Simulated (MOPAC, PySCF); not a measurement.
C8H13BO, SMILES `B[C@@]12CC[C@@H](C1)[C@@H](C=O)C2`, neutral singlet in the gas phase. 

Cartesian coordinates (Å):
```xyz
23

B     -1.6264     1.9532     0.2959
C     -0.8909     0.6034     0.0873
C     -1.5422    -0.7214     0.5315
C     -0.6045    -1.8071    -0.0573
C      0.4922    -0.9872    -0.7509
C     -0.2946     0.2180    -1.2774
C      1.3542    -0.3177     0.3442
C      2.6209     0.2408    -0.2521
O      2.8918     1.4075    -0.3506
C      0.4187     0.7631     0.9298
H     -1.3836     2.8996    -0.4195
H     -2.3804     2.1088     1.2319
H     -1.6369    -0.7787     1.6265
H     -2.5592    -0.8144     0.1204
H     -1.1320    -2.4331    -0.7934
H     -0.1920    -2.4855     0.7053
H      1.0764    -1.5588    -1.4885
H      0.3385     1.0086    -1.7089
H     -1.0611    -0.0629    -2.0172
H      1.6635    -1.0705     1.0910
H      3.3261    -0.5412    -0.6399
H      0.8907     1.7500     0.7879
H      0.2307     0.6253     2.0039
```
Charge 0, spin multiplicity 1.

All levels are single points at this geometry (PBE0-D4/def2-SVP); Pople sets use spherical d functions. Orbital energies aren't observables, and empty levels follow the basis.

PBE0-D4/def2-TZVP in PySCF gives dipole (D) = 3.09.

Q: Estimate the dipole (D) from each of these levels: B3LYP-D3(BJ)/def2-TZVP in PySCF; PBE-D3(BJ)/def2-TZVP in PySCF; B3LYP/3-21G in PySCF; B3LYP/6-311+G** in PySCF; BP86/6-31G* in PySCF; M06-2X/6-31G* in PySCF; PBE/6-31G* in PySCF; HF/6-31G* in PySCF; AM1 in MOPAC; PM3 in MOPAC; PM6 in MOPAC; PM7 in MOPAC.

A: 
```csv
level,dipole (D)
B3LYP-D3(BJ)/def2-TZVP in PySCF,3.08
PBE-D3(BJ)/def2-TZVP in PySCF,3.01
B3LYP/3-21G in PySCF,2.81
B3LYP/6-311+G** in PySCF,3.16
BP86/6-31G* in PySCF,2.89
M06-2X/6-31G* in PySCF,2.89
PBE/6-31G* in PySCF,2.87
HF/6-31G* in PySCF,3.23
AM1 in MOPAC,2.55
PM3 in MOPAC,2.65
PM6 in MOPAC,3.16
PM7 in MOPAC,2.88
```
